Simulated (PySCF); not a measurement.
NMR data simulated for an unnamed compound:

1H NMR (400 MHz, computed): δ 2.08 (sept of t, J = 7.5, 5.9 Hz, 1H), 2.06 (s, 3H), 1.99 (d, J = 5.9 Hz, 2H), 0.83 (d, J = 7.5 Hz, 6H).

13C{1H} NMR (computed): δ 210.2 (C), 53.2 (CH2), 31.7 (CH3), 23.9 (CH), 23.2 (CH3).

[PySCF 2.14: J: B3LYP/pcJ-1 (without the spin–dipole term); PBE0-D3(BJ)/def2-SVP geometry; NMR shieldings at PBE0/pcSseg-1/GIAO; no relativistic terms; equivalent nuclei averaged; one computed conformer; no solvent model]

Scale: 1H (31.27 ppm) and 13C (184.41 ppm) vs TMS (reference shieldings calculated alike).

Which of these does the molecule contain: a (CH3)2CH unit, an OH group, a carboxylic acid, a ketone, an NH or NH2 group?

Results:


- A (CH3)2CH unit: yes (δC 23.2, 23.9; δH 0.83 (d), 2.08 (sept of t)).
- An OH group: no.
- A carboxylic acid: no.
- A ketone: yes (δC 210.2).
- An NH or NH2 group: no.

The data belong to 4-methyl-2-pentanone (SMILES CC(CC(C)=O)C); they needn't prove each group on their own.

Carbon signals by region: 1 in the far downfield region (above 160 ppm), 1 at 50–100 ppm, 3 below 50 ppm. Above 160 ppm: 210.2, ketone carbonyl carbon.

Splittings below 1 Hz are ignored in the labels, and close J values are merged. Unscaled 3J(H,H) at this level run about 10 % above measured values. Shifts are as computed. Against solution values, carbons near 30 ppm lie about +2 ppm off and those near 130 ppm about +5 ppm. Of 1211 compounds with measured shifts, 218 miss one by over three times the rms of a fit or turn the order of signals round; such compounds aren't used in these exercises. Vicinal H,H couplings across rotating CH2–CH2 and CH–CH2 bonds are estimated from the computed gauche and anti values for equal rotamer populations, (2 J gauche + J anti)/3.
